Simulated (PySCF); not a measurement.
## Electron correlation in N⁺ (nitrogen, charge +1)

[He] 2s2 2p2, high-spin 3P determinant. Computed with PySCF 2.14 in aug-cc-pwCVDZ (5s4p2d, 27 functions), with no relativity, point nucleus. Frozen: 1s2; 4 electrons correlated.

```json
{"level": "CCSD", "correlation energy (mhartree)": "-80.68"}
{"level": "(T)", "correlation energy (mhartree)": "-0.92"}
{"level": "CCSD(T)", "correlation energy (mhartree)": "-81.60"}
{"level": "CCSDT", "correlation energy (mhartree)": "-81.83"}
```

Diagnostics: T1 = 0.0065, D1 = 0.0123, largest double amplitude 0.120.

Cost of the coupled-cluster step: about 0.6 core-seconds, for 4 correlated electrons.
